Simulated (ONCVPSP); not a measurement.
## beryllium: excitation energies, all-electron against ONCV

| Item | Value |
| --- | --- |
| Element | Be |
| Generator | ONCVPSP 4.0.1 |
| Type | optimised norm-conserving Vanderbilt (ONCV) |
| Functional | PBE |
| Relativity | scalar-relativistic |
| Frozen core | [He] |
| Valence charge | 2 |
| Reference configuration | 2s2 |
| Partial waves | 2s: rc 2.25 bohr, ncon 4, nbas 7, qcut 2.4 1/bohr, 2 projectors, debl 1.8 Ha; p scattering state at 0.16 Ha: rc 1.75 bohr, ncon 3, nbas 7, qcut 4.9 1/bohr, 1 projector |
| Local potential | polynomial inside 1.45 bohr (lpopt 5, dvloc0 3 Ha) |
| Core correction | polynomial model core, fcfact 0.6 |

In the p channel the program set the typed energies aside and used 0.050 Ha.

Energies are relative to the spin-unpolarised reference configuration 2s2; without spin polarisation the order of configurations can differ from experiment.

| valence configuration | charge | ΔE all-electron (eV) | error AE − PS (meV) |
| --- | --- | --- | --- |
| 2s1 | +1 | 9.551 | -9.4 |
| 2s1.5 | +0.5 | 3.761 | -1.4 |
| 2s1 2p1 | 0 | 3.612 | -3.1 |
| 2s0 2p2 | 0 | 7.251 | -7.9 |

Levels in the configuration 2s1.5:

```tsv
level	all-electron (eV)	pseudo (eV)
2s	-9.498	-9.505
```
